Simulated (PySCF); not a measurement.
This PySCF input asks for the NMR shieldings of `C1(=C)C[C@@H](CBCl)[C@H]1F`, C$_{6}$H$_{9}$BClF; the geometry comes from GFN2-xTB.

```python
import basis_set_exchange as bse
import numpy as np
from pyscf import gto, dft
from pyscf.prop import nmr

atoms = """
C    -2.589587    0.425326    1.050284
C    -1.519876   -0.156035    0.551463
C    -1.085535   -0.579619   -0.827932
C     0.363629   -0.693641   -0.300669
C     1.276259    0.455713   -0.719861
B     2.648807    0.520876    0.071508
Cl    3.530213    1.960960    0.091920
C    -0.184080   -0.536087    1.136776
F     0.434259    0.410094    1.921836
H    -3.441888    0.659228    0.434697
H    -2.648534    0.696451    2.090569
H    -1.516316   -1.530096   -1.140958
H    -1.246535    0.155125   -1.614931
H     0.852478   -1.651087   -0.485259
H     0.725959    1.395584   -0.619264
H     1.485756    0.347911   -1.789939
H     3.099988   -0.414272    0.618759
H    -0.193755   -1.460114    1.725064
"""
names = dict.fromkeys(["C", "B", "Cl", "F", "H"], "pcSseg-1")
basis = {el: gto.basis.parse(bse.get_basis(n, elements=[el], fmt="nwchem")) for el, n in names.items()}
mol = gto.M(atom=atoms, basis=basis, charge=0, verbose=0)
mf = dft.RKS(mol, xc="PBE0")
mf.grids.level = 2
mf.grids.alignment = dft.numint.BLKSIZE   # the property module wants whole blocks of grid points
mf.conv_tol = 1e-9
mf.kernel()

calc = nmr.RKS(mf)   # GIAO
C = mf.mo_coeff
Co = C[:, mf.mo_occ > 0]
resp = mf.gen_response(singlet=True, hermi=2)
def vind(x):   # induced exchange potential for any number of trial vectors
    d = np.einsum("pi,xij,qj->xpq", C, 2 * x.reshape(-1, C.shape[1], Co.shape[1]), Co, optimize=True)
    return np.einsum("xpq,pi,qj->xij", resp(d - d.transpose(0, 2, 1)), C, Co, optimize=True).ravel()
mo1, _ = nmr.rhf.solve_mo1(calc, with_cphf=vind)
sigma = calc.kernel(mo1)
for i, s in enumerate(sigma):   # ppm
    w = np.linalg.eigvalsh((s + s.T) / 2)
    print("%2d %-2s iso %8.1f  s11 %8.1f  s22 %8.1f  s33 %8.1f" % (i, mol.atom_pure_symbol(i), w.mean(), *w))
```

Problem. What are the results?

Solution. 
```
 0 C  iso     66.1  s11    -49.9  s22     79.7  s33    168.4
 1 C  iso     29.9  s11    -77.8  s22     32.8  s33    134.7
 2 C  iso    152.6  s11    137.5  s22    150.9  s33    169.6
 3 C  iso    148.8  s11    136.3  s22    147.4  s33    162.6
 4 C  iso    151.0  s11    131.8  s22    143.3  s33    177.9
 5 B  iso     26.1  s11    -38.2  s22      9.4  s33    107.1
 6 Cl iso    656.6  s11    333.1  s22    583.6  s33   1053.0
 7 C  iso     94.9  s11     61.2  s22     85.6  s33    137.9
 8 F  iso    372.9  s11    329.6  s22    381.6  s33    407.6
 9 H  iso     26.1  s11     22.5  s22     25.5  s33     30.4
10 H  iso     25.9  s11     22.0  s22     25.0  s33     30.6
11 H  iso     29.0  s11     25.7  s22     26.7  s33     34.5
12 H  iso     29.5  s11     26.0  s22     28.4  s33     34.3
13 H  iso     28.7  s11     25.4  s22     27.2  s33     33.7
14 H  iso     30.1  s11     26.2  s22     31.0  s33     33.0
15 H  iso     30.3  s11     25.7  s22     30.2  s33     35.1
16 H  iso     24.8  s11     22.0  s22     24.3  s33     28.0
17 H  iso     26.1  s11     22.8  s22     26.4  s33     29.2
```

These numbers come from an equivalent density-fitted implementation of the same equations, which agrees with the script to about 0.01 ppm for H and up to a few tenths of a ppm for heavy atoms, so last digits may differ.

Size and cost of the density-fitted run: 205 basis functions, 37 s wall time on 1 thread of an Arm Neoverse V2, shared host; peak memory 0.93 GiB.
